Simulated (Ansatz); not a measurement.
Reaction (hydrogenolysis of the Si–Al bond): `C[SiH]([AlH2])[GaH2]` + H₂ → `C[SiH2][GaH2]` + `[AlH3]`

Program: Ansatz. Geometries: PBE0-D4/def2-TZVP. ΔE: electronic, gas phase. CCSD(T)/CBS is the MP2 limit (def2-TZVPP, def2-QZVPP) plus CCSD(T) − MP2 in def2-TZVPP, frozen cores. This one scheme is used for every species. DFT in def2-TZVPP. For Ga outer-core shells are correlated without core-valence functions, which leaves a few kJ/mol of doubt a bond. Scalar relativity is left out up to krypton.

```
           level  ΔE (kJ/mol)
     LDA (SPW92)         10.1
       r2SCAN-D4          4.8
      r2SCANh-D4          2.6
         ωB97M-V        -12.1
         r2SCANh          0.8
       CAM-B3LYP        -21.4
    MP2/def2-SVP        -13.2
CCSD(T)/def2-SVP        -13.9
```

(1) What does CCSD(T)/CBS give? (Best estimate.)

Largest T1 diagnostic among the species: 0.013.

Answers

(1) The calculation gave: -2.4 kJ/mol. The listed levels differ from it by 12.5, 7.2, 5.0, -9.7, 3.2, -19.0, -10.8, -11.5 kJ/mol.

From PBE to PBE0 (25 % exact exchange), in def2-TZVPP and without D4, ΔE moves by −7.7 kJ/mol. The D4 term adds +9.3 kJ/mol with B3LYP and +5.3 kJ/mol with PBE0; it sums over pairs of atoms, weighted by their polarisabilities, and B3LYP, whose exchange is more repulsive, gets the larger term.

CCSD(T)/CBS has its own doubt, a few kJ/mol and more with outer-core shells, so smaller differences from it don't rank the levels.

B3LYP here is the variant with VWN-RPA as its local correlation; programs differ in this.
